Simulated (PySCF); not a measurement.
# Property card for `C#CC[P@@H](=S)C#CC`

C₆H₇PS.
Cartesian coordinates in Å at the GFN2-xTB level; atoms count from 1:
```
atom  x, y, z in Å
C1    -2.5119    1.5296    0.7829
C2    -2.2713    0.5395    0.1547
C3    -1.9426   -0.6771   -0.5416
P4    -0.5504   -1.5527    0.3029
S5    -0.1344   -3.3053   -0.3968
C6     0.7749   -0.4020    0.2813
C7     1.8086    0.2030    0.1292
C8     3.0017    0.9982   -0.0016
H9    -2.7429    2.4058    1.3109
H10   -2.7965   -1.3640   -0.5703
H11   -1.6229   -0.4766   -1.5711
H12   -0.9474   -1.4891    1.6432
H13    3.6177    0.6008   -0.8078
H14    3.5711    0.9655    0.9267
H15    2.7419    2.0325   -0.2257
```

Among its groups: alkyne.

GFN2-xTB geometry:

| Quantity | Value |
| --- | --- |
| Point group of the GFN2-xTB geometry | C1 |
| Rotational constants A, B, C of the GFN2-xTB geometry | 1.266, 1.195, 0.646 GHz |

wB97X-D/def2-SVPD ground state and vertical TDDFT (core frozen in the response) (PySCF):

| Quantity | Value |
| --- | --- |
| Dipole moment | 4.74 D |
| HOMO energy | -8.47 eV |
| LUMO energy | 1.21 eV |
| HOMO–LUMO gap | 9.68 eV |
| Lowest singlet excitation | 5.34 eV (232 nm, f = 0.011) |
| Strongest line among the 8 lowest singlet transitions | S4 at 5.67 eV (219 nm, f = 0.040) |
| Lowest triplet excitation (Tamm–Dancoff) | 4.71 eV |
| Static isotropic polarisability | 117.0 au |
| Electronic spatial extent ⟨r²⟩ about the centre of nuclear charge | 1720 bohr² |

PBE0/pcSseg-1 ground state and GIAO shieldings, non-relativistic (PySCF):

| Item | Value |
| --- | --- |
| Lowest Hirshfeld atomic charge | -0.32 e on S5 |
| Highest Hirshfeld atomic charge | +0.33 e on P4 |
| 13C chemical shifts (computed TMS as zero) by class | 114.5 (C7), 81.1 (C1), 80.2 (C2), 79.5 (C6), 32.1 (C3), 5.9 (C8) ppm |
| 1H chemical shifts (computed TMS as zero) by class | 7.43 (H12), 2.90 (H11), 2.81 (H10), 2.22 (H13/H14/H15), 1.69 (H9) ppm |
| Isotropic shieldings of nuclei other than C and H, by class | 341 (P4), 701 (S5) ppm |
| Mayer bond orders between heavy atoms | C1–C2 2.54, C2–C3 1.06, C3–P4 0.88, P4–S5 1.74, P4–C6 0.85, C6–C7 2.75, C7–C8 1.19 |

Monoisotopic mass from the formula: 142.0006 u.

The vertical singlet–triplet gap S1 − T1 is 0.63 eV (TDDFT singlet less Tamm–Dancoff triplet). The largest Löwdin shares of the HOMO are 0.71 on S5 and 0.13 on P4. The dipole equals about 15.8 × 10⁻³⁰ C·m (1 D = 3.33564 × 10⁻³⁰ C·m). The principal polarisabilities are 83.4, 125.2 and 142.4 au; their mean is the isotropic value.

The structure is a single GFN2-xTB conformer in the gas phase; no vibrational or solvent corrections.
